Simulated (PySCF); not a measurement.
SMILES [O+]#[C-]->[Cr](<-[C-]#[O+])(<-[C-]#[O+])(<-[C-]#[O+])(<-[C-]#[O+])<-[C-]#[O+] (B3LYP/def2-SVP optimised geometry):

```
13

Cr     0.000     0.000     0.000
O     -3.063     0.001     0.000
C     -1.918     0.001     0.000
O     -0.002    -3.062     0.000
C     -0.001    -1.918     0.000
O      0.001     3.062     0.000
C      0.001     1.918     0.000
O      3.063     0.000     0.000
C      1.918     0.000     0.000
O      0.000    -0.002    -3.062
C      0.000    -0.001    -1.918
O      0.000     0.001     3.062
C      0.000     0.000     1.918
```

Calculation: B3LYP/def2-TZVP (PySCF).

Problem. What are the frontier orbital energies and the dipole moment?

Solution. HOMO-2 -7.15 eV, HOMO-1 -7.15 eV, HOMO -7.15 eV, LUMO -1.72 eV, LUMO+1 -1.72 eV; dipole moment 0.00 D.

On the same geometry PBE/def2-TZVP run with PySCF 2.14.0 gives HOMO-2 -6.35 eV, HOMO-1 -6.35 eV, HOMO -6.35 eV, LUMO -2.43 eV, LUMO+1 -2.43 eV; dipole moment 0.00 D.

Meta-Löwdin charges at B3LYP/def2-TZVP: Cr1 0.22, O2 -0.21, C3 0.17, O4 -0.21, C5 0.17, O6 -0.21, C7 0.17, O8 -0.21, C9 0.17, O10 -0.21, C11 0.17, O12 -0.21, C13 0.17.
